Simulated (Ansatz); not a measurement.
Ansatz results at the PBE0-D4/def2-TZVP geometry: size of the dipole moment (PBE/def2-TZVPP) 2.26 D; HOMO energy (ωB97M-V/def2-TZVPP) -10.47 eV; HOMO–LUMO gap (ωB97M-V/def2-TZVPP) 11.62 eV.

Each molecule was computed in one conformer, which needn't be the lowest.

**Question.** Which molecule gave them?
A. `C[SiH2][SiH2]O`
B. `O[SiH](O)[CH2][GeH3]`
C. `CN([Si](N)(O)O)[Si](N)(F)F`
D. `C=C[Si@@H](Cl)C[Si@@H](Cl)C=C`

**Answer.** D. The others give `CN([Si](N)(O)O)[Si](N)(F)F`: 2.50, -9.77, 11.72; `O[SiH](O)[CH2][GeH3]`: 1.38, -10.52, 12.53; `C[SiH2][SiH2]O`: 1.21, -9.62, 10.97.
